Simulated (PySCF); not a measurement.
Telling isomers of C5H9F3O apart by NMR

Level of theory: PBE0-D3(BJ)/def2-SVP geometry, shieldings: GIAO PBE0/pcSseg-1, in PySCF 2.14 (fast rotation and ring inversion assumed for equivalent nuclei, one computed conformer, relativity neglected, no solvent model).

Scale: TMS for ¹H (σref 31.27) and ¹³C (σref 184.41) (reference shieldings calculated alike). Splittings of carbon signals by F and P are missing where no couplings were computed. Where no couplings were computed, multiplicities follow the n + 1 count of equivalent neighbours, and m marks all less simple cases (inequivalent or close neighbours, rings, F or P nearby). Shifts are as computed. Against solution values, carbons near 30 ppm lie about +2 ppm off and those near 130 ppm about +5 ppm. Of 1211 compounds with measured shifts, 218 miss one by over three times the rms of a fit or turn the order of signals round; such compounds aren't used in these exercises.

(1) Tabulate the signals of `CC(C)OCC(F)(F)F`, `CCOCCC(F)(F)F` and their relative energies.

(2) What is the quickest way to tell CC(C)OCC(F)(F)F from CCOCCC(F)(F)F?

Answers

(1) 
```tsv
SMILES	carbon types	δC	δH	E rel. (kcal/mol)
CC(C)OCC(F)(F)F	1×C 1×CH 1×CH2 2×CH3	129.9, 76.1, 69.9, 24.3	3.57 (m, 2H), 3.28 (sept, 1H), 1.18 (d, 6H)	0.5
CCOCCC(F)(F)F	1×C 3×CH2 1×CH3	130.9, 67.9, 63.1, 37.6, 14.4	3.60 (q, 2H), 3.37 (t, 2H), 2.15 (m, 2H), 1.17 (t, 3H)	0.0
```

Energies are electronic energies at PBE0/pcSseg-1 on these geometries, without zero-point or thermal terms, each for the one conformer computed, which needn't be the lowest.

(2) Count the carbon signals: 4 against 5. The first has an sp3 CH bonded to O at 76.1 ppm, the second an sp3 CH2 at 37.6 ppm. Their most deshielded carbons lie at 129.9 and 130.9 ppm.
